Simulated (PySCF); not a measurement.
First SCF of a structure search on triplet MoN(OH), at a hand-made bent (heavy-atom frame) geometry. PySCF input:

```python
from pyscf import gto, scf, dft
mol = gto.M(atom='''
Mo     0.000000     0.000000     0.000000
N      1.482700     0.000000     1.038200
O     -1.646500     0.000000     1.152900
H     -2.152000     0.735400     1.506800''',
    basis={'Mo': 'def2-TZVP', 'N': 'def2-TZVP', 'O': 'def2-TZVP', 'H': 'def2-TZVP'},
    ecp={'Mo': 'def2-TZVP'},
    charge=0, spin=2)
mf = dft.UKS(mol, xc='PBE0')
mf.grids.atom_grid = (50, 194)
aux = {'Mo': 'def2-universal-JKFIT', 'N': 'def2-universal-JKFIT', 'O': 'def2-universal-JKFIT', 'H': 'def2-universal-JKFIT'}
mf = mf.density_fit(auxbasis=aux)
mf.conv_tol = 1e-08
mf.diis_space = 10
mf.max_cycle = 60
mf.init_guess = 'minao'
mf.verbose = 4
mf.kernel()
```

Excerpt of the output (cycles alone):

```
init E= -191.969490501654
cycle= 1 E= -198.414841857843  delta_E= -6.45  |g|= 0.689  |ddm|= 2.72
cycle= 2 E= -196.307656182967  delta_E= 2.11  |g|= 1.97  |ddm|=  1.7
cycle= 3 E= -198.548950065257  delta_E= -2.24  |g|= 0.357  |ddm|= 1.52
cycle= 4 E= -198.568900700513  delta_E= -0.02  |g|= 0.34  |ddm|= 0.426
cycle= 5 E= -198.559281914497  delta_E= 0.00962  |g|= 0.373  |ddm|= 0.315
cycle= 6 E= -198.619440851798  delta_E= -0.0602  |g|= 0.028  |ddm|= 0.188
cycle= 7 E= -198.620721626173  delta_E= -0.00128  |g|= 0.016  |ddm|= 0.0482
cycle= 8 E= -198.621750054073  delta_E= -0.00103  |g|= 0.0121  |ddm|= 0.0484
cycle= 9 E= -198.623070005253  delta_E= -0.00132  |g|= 0.00804  |ddm|= 0.0801
cycle= 10 E= -198.623835239026  delta_E= -0.000765  |g|= 0.00793  |ddm|= 0.0757
cycle= 11 E= -198.624024169799  delta_E= -0.000189  |g|= 0.00307  |ddm|= 0.0321
cycle= 12 E= -198.624059067255  delta_E= -3.49e-05  |g|= 0.000917  |ddm|= 0.0157
cycle= 13 E= -198.624062924804  delta_E= -3.86e-06  |g|= 0.0005  |ddm|= 0.00511
cycle= 14 E= -198.62406433258  delta_E= -1.41e-06  |g|= 0.000353  |ddm|= 0.00314
cycle= 15 E= -198.624064824885  delta_E= -4.92e-07  |g|= 0.000137  |ddm|= 0.00219
cycle= 16 E= -198.624064919895  delta_E= -9.5e-08  |g|= 7.12e-05  |ddm|= 0.000735
cycle= 17 E= -198.624064930171  delta_E= -1.03e-08  |g|= 6.72e-05  |ddm|= 0.000232
cycle= 18 E= -198.624064935495  delta_E= -5.32e-09  |g|= 1.9e-05  |ddm|= 0.000133
Extra cycle  E= -198.624064936367  delta_E= -8.72e-10  |g|= 2.59e-05  |ddm|= 6.05e-05
converged SCF energy = -198.624064936367  <S^2> = 2.3714091  2S+1 = 3.2381533
```

No lower solution of this spin was found from smeared starts or by a stability analysis within the unrestricted form.

Other spin states or occupations of the open shell can lie lower.

The search for the lowest solution, 3 starts and the stability check together, took 25 s on 4 threads of a shared Arm Neoverse V2 host, with 108 basis functions; the process peaked at 0.49 GiB.
